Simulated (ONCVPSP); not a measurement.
**Logarithmic derivatives: W, ONCV**

| Item | Value |
| --- | --- |
| Element | tungsten (W) |
| Generator | ONCVPSP 4.0.1 |
| Type | optimised norm-conserving Vanderbilt (ONCV) |
| Functional | PBE |
| Relativity | scalar-relativistic |
| Frozen core | [Kr] 4d10 |
| Valence charge | 28 |
| Reference configuration | 4f14 5s2 5p6 5d4 6s2 |
| Partial waves | 5s+6s: rc 1.50 bohr, ncon 4, nbas 7, qcut 7.8 1/bohr, 2 projectors; 5p: rc 1.55 bohr, ncon 4, nbas 8, qcut 9.1 1/bohr, 1 projector; 5d: rc 2.20 bohr, ncon 4, nbas 9, qcut 7.4 1/bohr, 2 projectors, debl 1.2 Ha; 4f: rc 0.80 bohr, ncon 4, nbas 9, qcut 18.5 1/bohr, 2 projectors, debl 0.4 Ha |
| Local potential | polynomial inside 0.65 bohr (lpopt 4, dvloc0 0 Ha) |
| Core correction | none |

In the f channel the program set the typed energies aside and used -1.220, 0.250 Ha.

The phase is arctan(r·R′/R) of the radial function R(r), unwrapped; energies in Ha, scanned from -4 to 5 Ha. A pole is an energy at which the radial function vanishes at the test radius. The pseudo phase is shifted by a multiple of π to meet the all-electron one at the reference energy, and phase errors are pseudo minus all-electron; the curves can meet again beyond the range given. Levels narrower than the energy grid can be missing from the lists of poles.

```json
{"channel": "s", "radius (bohr)": "1.52", "reference energy (Ha)": "-0.21", "poles, all-electron": "-1.92", "poles, pseudo": "-1.92", "unbroken range about the reference energy with phases within 0.05 rad": "the whole range", "phase error 1 Ha above the reference energy (rad)": "-0.000"}
{"channel": "p", "radius (bohr)": "1.57", "reference energy (Ha)": "-1.59", "poles, all-electron": "-0.24", "poles, pseudo": "-0.22", "unbroken range about the reference energy with phases within 0.05 rad": "above -3.9", "phase error 1 Ha above the reference energy (rad)": "+0.001"}
{"channel": "d", "radius (bohr)": "2.23", "reference energy (Ha)": "-0.16", "poles, all-electron": "0.46", "poles, pseudo": "0.46", "unbroken range about the reference energy with phases within 0.05 rad": "the whole range", "phase error 1 Ha above the reference energy (rad)": "+0.000"}
{"channel": "f", "radius (bohr)": "0.81", "reference energy (Ha)": "-1.22", "poles, all-electron": "1.40", "poles, pseudo": "1.40", "unbroken range about the reference energy with phases within 0.05 rad": "the whole range", "phase error 1 Ha above the reference energy (rad)": "-0.000"}
```

Note: ghosts flagged at negative energy: s at -366.7 eV, p at -114.4 eV; no localised positive-energy state flagged. A true bound ghost makes a file unfit for plane-wave use.

Phases in the p channel:

```tsv
E (Ha)	all-electron	pseudo
-3.98	1.072	1.130
-3.50	0.926	0.953
-3.02	0.624	0.648
-2.54	-0.059	-0.042
-2.06	-0.849	-0.847
-1.58	-1.230	-1.230
-1.10	-1.408	-1.408
-0.62	-1.512	-1.511
-0.14	-1.584	-1.582
0.34	-1.641	-1.638
0.82	-1.693	-1.690
1.30	-1.746	-1.742
1.78	-1.807	-1.802
2.26	-1.885	-1.879
2.74	-1.997	-1.991
3.22	-2.182	-2.177
3.70	-2.531	-2.537
4.18	-3.158	-3.195
4.66	-3.783	-3.828
```
